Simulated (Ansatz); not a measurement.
Input for Ansatz (an electronic-structure program): U-wB97X-V/def2-TZVPP on FHMgSe (SMILES [F][Mg][SeH]), a point of a bond scan (R = 4.719 Å).

Ansatz 0.2 input:
```yaml
crystal:
  periodic: [false, false, false]
  atoms:
    - {symbol: Mg, position_ang: [0.53471100, -1.04785740, 0.34360513]}
    - {symbol: F, position_ang: [1.29905719, -2.54739150, 0.84087691]}
    - {symbol: Se, position_ang: [-0.50665601, 1.00609324, -0.37394579]}
    - {symbol: H, position_ang: [-1.70693252, 1.92624991, 4.09629018]}
basis:
  gaussian:
    orbitals: def2-TZVPP
hamiltonian:
  xc: {name: wB97X-V}
magnetization: {spin_polarized: true, initial_magnetization: 0}
```

Question: Give the final energy of this run.

Answer: -2701.8101 hartree. Its determinant has ⟨S²⟩ = 1.00, a mixture of spin states.

Question: How many basis functions does it have, and what does it roughly cost on one machine?

Answer: 125 functions; about 90 core-seconds (a rough figure).
